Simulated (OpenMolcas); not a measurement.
## Fe4+: moving or changing the point charges

Fe4+ among 6 point charges of -2 e arranged as a trigonal antiprism (D3d), 2.14 Å from the ion, with a polar angle of 60.2° against the regular 54.74°.
```
   0.0000    1.8572    1.0632  -2.00
  -1.6084   -0.9286    1.0632  -2.00
   1.6084   -0.9286    1.0632  -2.00
   0.0000   -1.8572   -1.0632  -2.00
   1.6084    0.9286   -1.0632  -2.00
  -1.6084    0.9286   -1.0632  -2.00
```

* Program: OpenMolcas 26.06
* Method: CASSCF
* Basis: ANO-RCC-VDZP [5s4p2d1f]
* Scalar Hamiltonian: DKH2, point nucleus
* Active space: 4 electrons in 5 orbitals (3d)
* State averaging: 2S+1 = 5 even, 5 roots; 2S+1 = 3 even, 45 roots; 2S+1 = 1 even, 50 roots
* Spin-orbit coupling: state interaction with AMFI integrals over the reference wave functions

Runs around this geometry, states (labels of D3, the rotations of D3d). Energies in cm-1 above the lowest state or level, χT in cm3 K/mol.

```tsv
R (Å)	q (e)	Polar angle / regular	Ground state	First state of that spin	First gap with spin-orbit (degeneracies)	χT at 300 K	First state of another spin
2.14	-1	1.1	5E	5E 1153	9.0 (1, 1)	1.609	3A2 26701
1.93	-2	1.1	5E	5E 3330	1.3 (1, 1)	1.864	3A2 25904
2.14	-2	1.1	5E	5E 2294	2.3 (1, 1)	1.741	3A2 26533
2.35	-2	1.1	5E	5E 1669	4.1 (1, 1)	1.652	3A2 26747
2.14	-2	1.19	5E	5E 3917	0.7 (1, 1)	1.666	3A2 26945
```

Taking the first state of the same spin as R^-n, n = -ln(1669 / 3330) / ln(2.35 / 1.93) = 3.5 between the shortest and longest distance.

Scaling the charges by -1 / -2 = 0.50 scales the first state of the same spin by 1153 / 2294 = 0.50; with fixed orbitals a first-order splitting would follow the charge.

An orbital doublet at a regular site is open to a Jahn-Teller distortion, which this geometry leaves out. Without dynamic correlation the repulsion within the d shell is too large (B by tens of per cent), so at a given field states of lower spin stand too high. Point charges give a weaker field than real ligands, and real ions of this kind are often low spin; the high spin found here belongs to the model. The ground term spreads over less than 5000 cm-1, several times less than with real ligands, so orbital moments are less quenched and χT lies further from the spin-only value than at real sites (holds for R = 2.14, q = -1, ratio = 1.1; R = 2.14, q = -2, ratio = 1.1; R = 2.35, q = -2, ratio = 1.1). Point charges carry no covalency, so the field is a model and not that of real ligands. No measured value stands beside these numbers.
